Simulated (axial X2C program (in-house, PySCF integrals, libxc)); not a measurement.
**SiBi along the bond: PBE0, two-component**

All values were computed with an in-house all-electron X2C program for linear molecules (integrals from PySCF). Two-component (2c) means X2C with spin–orbit coupling and atomic mean-field two-electron Coulomb and Gaunt terms. Basis: Bi dyall-cv3z [12s14p10d6f1g], Si dyall-v3z [8s7p2d1f] (cores contracted in-house); Gaussian nuclei, density fitting, unrestricted open shells. Masses: Bi 208.980 u, Si 27.977 u.

State: Ω = 3/2 (⟨Sz⟩ = 0.54, ⟨Lz⟩ = 0.96 at PBE0). Dipoles are positive if Si is the positive end.

Results along the bond:

```
R (Å)   μ (D)  HOMO (eV)  LUMO (eV)
2.162  -0.944      -5.89      -4.27
2.261  -0.880      -5.87      -4.10
2.336  -0.832      -5.83      -3.99
2.410  -0.790      -5.79      -3.88
2.485  -0.758      -5.75      -3.78
2.572  -0.742      -5.69      -3.68
2.659  -0.753      -5.65      -3.58
2.771  -0.807      -5.60      -3.48
2.907  -0.931      -5.56      -3.38
```

The state is a single determinant with fixed occupations, the lowest that a limited PBE0 search found. Density functionals use the spin component along the axis (collinear). Other states lie close and PBE0, whose exact exchange favours high spin, may order them wrongly; the determinant shown need not be the ground state. The nearest other 2c determinant of the search, Ω = 1/2, lies 0.24 eV up at the distance of the search. Without a current term, density functionals place determinants with orbital angular momentum somewhat too high. The determinant is spin-polarised beyond a pure state at some levels (its spin-free form has ⟨S²⟩ too high), which makes Re and μ there less reliable.
